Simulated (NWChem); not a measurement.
System meant: ZnH$_{4}$O$_{2}$F$_{2}$; SMILES [Zn](<-[OH2])([F])(<-[OH2])[F]

Input file for NWChem:

```
start job
memory heap 200 mb stack 900 mb global 1100 mb
geometry units angstroms noautoz
  Zn     0.099380     0.004911     0.211671
  F     -0.059646    -1.268273     1.514253
  F      0.712538     1.649418    -0.292679
  O     -1.662187     0.975601    -0.535986
  H     -0.982960     1.688777    -0.642699
  H     -2.313535     1.308943     0.092305
  O      0.353149    -1.791155    -0.882098
  H     -0.365879    -2.101765    -1.444781
  H      0.192900    -2.164641     0.019192
end
basis spherical
  * library def2-svp
end
dft
  xc xpbe96 cpbe96
  iterations 4
  mulliken
end
task dft energy
```

End of the output:

```
    Atom       Charge   Shell Charges
 -----------   ------   -------------------------------------------------------
    1 Zn  30    29.32   2.00  2.00  1.93  0.50  0.13  5.99  5.91  0.84  7.79  2.22  0.00
    2 F    9     9.44   1.98  1.04  0.86  3.21  2.36  0.00
    3 F    9     9.43   1.98  1.04  0.85  3.21  2.35  0.00
    4 O    8     8.07   1.97  0.86  0.59  2.69  1.95  0.02
    5 H    1     0.94   0.53  0.21  0.20
    6 H    1     0.91   0.56  0.17  0.18
    7 O    8     8.05   1.97  0.86  0.58  2.68  1.94  0.02
    8 H    1     0.91   0.56  0.17  0.18
    9 H    1     0.94   0.53  0.21  0.20

 center of mass
 --------------
 x =   0.08639498 y =   0.00016158 z =   0.00524673

 moments of inertia (a.u.)
 ------------------
         820.405479763610          -0.000000000000           0.000000000000
          -0.000000000000         427.863360182977           0.000000000000
           0.000000000000           0.000000000000         834.637782762177

     Multipole analysis of the density
     ---------------------------------

     L   x y z        total         alpha         beta         nuclear
     -   - - -        -----         -----         ----         -------
     0   0 0 0     -0.000000    -34.000000    -34.000000     68.000000

     1   1 0 0     -1.332976     -0.666488     -0.666488     -0.000000
     1   0 1 0     -0.068035     -0.034017     -0.034017      0.000000
     1   0 0 1     -0.477906     -0.238953     -0.238953      0.000000

     2   2 0 0    -25.162619    -71.420930    -71.420930    117.679241
     2   1 1 0     -1.285775     -0.424196     -0.424196     -0.437383
     2   1 0 1      0.199840     -0.052579     -0.052579      0.304998
     2   0 2 0    -26.796727   -174.259539   -174.259539    321.722351
     2   0 1 1      5.940026     -4.203882     -4.203882     14.347789
     2   0 0 2    -26.400078    -67.228221    -67.228221    108.056363

 ------------------------------------------------------------------------
 dft energy failed                                                                                  0
 ------------------------------------------------------------------------
 ------------------------------------------------------------------------
  current input line :
    22: task dft energy
 ------------------------------------------------------------------------
 ------------------------------------------------------------------------
 This type of error is most commonly associated with calculations not reaching convergence criteria
 ------------------------------------------------------------------------
 For more information see the NWChem manual at https://nwchemgit.github.io

0:dft energy failed:Received an Error in Communication
```

**Question.** What is wrong, and how is it mended?

**Answer.** The run did not converge; its last values are not results. Cause: the SCF was allowed too few iterations. This input runs:
```
start job
memory heap 200 mb stack 900 mb global 1100 mb
geometry units angstroms noautoz
  Zn     0.099380     0.004911     0.211671
  F     -0.059646    -1.268273     1.514253
  F      0.712538     1.649418    -0.292679
  O     -1.662187     0.975601    -0.535986
  H     -0.982960     1.688777    -0.642699
  H     -2.313535     1.308943     0.092305
  O      0.353149    -1.791155    -0.882098
  H     -0.365879    -2.101765    -1.444781
  H      0.192900    -2.164641     0.019192
end
basis spherical
  * library def2-svp
end
dft
  xc xpbe96 cpbe96
  iterations 150
  mulliken
end
task dft energy
```
It converges to -2130.86509 Ha (PBE/def2-SVP).
